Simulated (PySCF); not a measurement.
Choosing a molecule for a target property.

Each SMILES stands for a single optimised conformer of the isolated species, non-relativistic unless stated. Electronic properties by PySCF.

Dipoles, sizes and rotational constants follow the conformer. The torsions of the flexible species, by atom-mapped SMILES:
- `[CH:1]#[C:2][CH2:3][N:4]([CH3:5])[C:6](=[O:7])[CH2:8][CH3:9]`: C2–C3–N4–C5 -62°, C3–N4–C6–O7 -1°, N4–C6–C8–C9 -177°
- `[CH3:1][O:2][C:3]1=[CH:4][P:5]1[N:6]([CH3:7])[CH3:8]`: C1–O2–C3–C4 -178°, C4–P5–N6–C7 7°
- `[CH:1]#[C:2][c:3]1[cH:4][cH:5][cH:6][cH:7][c:8]1[C:9](=[CH2:10])[CH3:11]`: C7–C8–C9–C10 -61°
- `[CH3:1][CH+:2]/[C:3]([CH2:4][CH3:5])=[C:6](\[CH3:7])[F:8]`: C1–C2–C3–C4 0°, C2–C3–C4–C5 88°
- `[F:1][C:2]([F:3])([F:4])[SiH2:5][O:6][SiH2:7][O:8][SiH3:9]`: F1–C2–Si5–O6 55°, C2–Si5–O6–Si7 3°, Si5–O6–Si7–O8 9°

The conformers of `NC[C@@H]1CC=CC(=O)C1` aren't listed.

Question: Wanted: HOMO energy between -8 eV and -6.9 eV (PBE0/pcSseg-1) and HOMO–LUMO gap below 5.9 eV (PBE0/pcSseg-1), at GFN2-xTB geometries. Which candidate meets both?
A. `FC(F)(F)[SiH2]O[SiH2]O[SiH3]`
B. `C#Cc1ccoc1Cl`
C. `C#Cc1ccccc1C(=C)C`
D. `C[CH+]/C(CC)=C(\C)F`
E. `C#CCN(C)C(=O)CC`
F. `C1[C@H](CC(C=C1)=O)CN`
G. `COC1=CP1N(C)C`

Answer: F. Computed values:
```csv
species,HOMO energy,HOMO–LUMO gap
C[CH+]/C(CC)=C(\C)F,-13.12 eV,4.77 eV
FC(F)(F)[SiH2]O[SiH2]O[SiH3],-8.61 eV,8.69 eV
C#CCN(C)C(=O)CC,-7.10 eV,7.76 eV
C1[C@H](CC(C=C1)=O)CN,-6.96 eV,5.60 eV
C#Cc1ccccc1C(=C)C,-6.82 eV,5.73 eV
C#Cc1ccoc1Cl,-6.70 eV,6.00 eV
COC1=CP1N(C)C,-5.92 eV,6.43 eV
```
